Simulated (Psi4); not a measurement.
AlCl2 (SMILES [Cl][Al][Cl]), doublet, at a GFN2-xTB geometry (such geometries of metal compounds can be far from the true shape) (the spin is typed, not shown lowest); MP2/def2-SVP (Psi4).

Input for Psi4:
```
memory 2 GB

molecule {
0 2
  Al    0.42790656   -0.01574826    0.46996358
  Cl    1.19006944    0.33144322   -1.40132717
  Cl   -1.51729210   -0.31940043    1.04194326
}

set basis def2-svp
set reference uhf
set freeze_core true
set mp2_type conv
set scf_type pk
set puream true
set d_convergence 1e-8

energy('mp2')
print_variables()
```

The log (banner, timings and long lists left out):

```
   => Loading Basis Set <=

    Name: DEF2-SVP
    Role: ORBITAL
    Keyword: BASIS

         ---------------------------------------------------------
                                   SCF
               by Justin Turney, Rob Parrish, Andy Simmonett
                          and Daniel G. A. Smith
                              UHF Reference
         ---------------------------------------------------------

  ==> Geometry <==

    Molecular point group: cs
    Full point group: Cs

    Geometry (in Angstrom), charge = 0, multiplicity = 2:

       Center              X                  Y                   Z               Mass
    ------------   -----------------  -----------------  -----------------  -----------------
         AL          -0.466516833100    -0.429621904688     0.000000000000    26.981538530000
         CL           1.434715836186    -1.196744833370     0.000000000000    34.968852682000
         CL          -1.074757160343     1.528235834235     0.000000000000    34.968852682000

  Running in cs symmetry.

  Rotational constants: A =      1.12092  B =      0.07026  C =      0.06611 [cm^-1]
  Rotational constants: A =  33604.37450  B =   2106.28706  C =   1982.05399 [MHz]
  Nuclear repulsion =  155.370109338148467

  Charge       = 0
  Multiplicity = 2
  Electrons    = 47
  Nalpha       = 24
  Nbeta        = 23

  ==> Algorithm <==

  SCF Algorithm Type is PK.
  DIIS enabled.
  MOM disabled.
  Fractional occupation disabled.
  Guess Type is SAD.
  Energy threshold   = 1.00e-08
  Density threshold  = 1.00e-08
  Integral threshold = 1.00e-12

  ==> Primary Basis <==

  Basis Set: DEF2-SVP
    Blend: DEF2-SVP
    Number of shells: 24
    Number of basis functions: 54
    Number of Cartesian functions: 57
    Spherical Harmonics?: true
    Max angular momentum: 2

  ==> Integral Setup <==

  Using in-core PK algorithm.
   Calculation information:
      Number of atoms:                   3
      Number of AO shells:              24
      Number of primitives:             54
      Number of atomic orbitals:        57
      Number of basis functions:        54

      Integral cutoff                 1.00e-12
      Number of threads:                 1

  Performing in-core PK
  Using 2206710 doubles for integral storage.
  We computed 37629 shell quartets total.
  Whereas there are 45150 unique shell quartets.

  ==> DiskJK: Disk-Based J/K Matrices <==

    J tasked:                  Yes
    K tasked:                  Yes
[...]
  @UHF Final Energy: -1160.66506468736088
    Total Energy =                      -1160.6650646873608821
  DIE_IF_NOT_CONVERGED          => (empty)
[...]
  WFN_TYPE                      => OMP2            !
  WRITER_FILE_LABEL             => (empty)
  ZORA_BASIS_TOLERANCE          => (empty)
  ZORA_NR_DEBUG                 => (empty)
  ZORA_PRUNING_SCHEME           => (empty)
  ZORA_RADIAL_POINTS            => (empty)
  ZORA_SPHERICAL_POINTS         => (empty)

 ==============================================================================
 ==============================================================================
 ==============================================================================

                             MP2
                    Program Written by Ugur Bozkaya,
              Additional Contributions by J. P. Misiewicz

 ==============================================================================
 ==============================================================================
 ==============================================================================

	MO spaces per irreps...

	IRREP   FC   AOCC  BOCC  AVIR    BVIR  FV
	==========================================
	  A'    12     7     6    20     21     0
	  A"     3     2     2    10     10     0
	==========================================

	Computing MP2 energy using SCF MOs (Canonical MP2)...
	==============================================================================
	Nuclear Repulsion Energy (a.u.)    :   155.37010933814847
	SCF Energy (a.u.)                  : -1160.66506468736088
	REF Energy (a.u.)                  : -1160.66506468736088
	Alpha-Alpha Contribution (a.u.)    :    -0.04289512048956
	Alpha-Beta Contribution (a.u.)     :    -0.22015760868444
	Beta-Beta Contribution (a.u.)      :    -0.03951338257906
	Scaled_SS Correlation Energy (a.u.):    -0.02746950102287
	Scaled_OS Correlation Energy (a.u.):    -0.26418913042133
	SCS-MP2 Total Energy (a.u.)        : -1160.95672331880519
	SOS-MP2 Total Energy (a.u.)        : -1160.92925381778218
	SCSN-MP2 Total Energy (a.u.)       : -1160.81010365276165
	SCS-MP2-VDW Total Energy (a.u.)    : -1160.98807067801135
	SOS-PI-MP2 Total Energy (a.u.)     : -1160.97328533951918
	MP2 Correlation Energy (a.u.)      :    -0.30256611175306
	MP2 Total Energy (a.u.)            : -1160.96763079911398
	==============================================================================

  Variable Map:
  ----------------------------------------------------------------------------
[...]
  Array Variable Map:
  ----------------------------------------------------------------------------
[...]
[...]
```
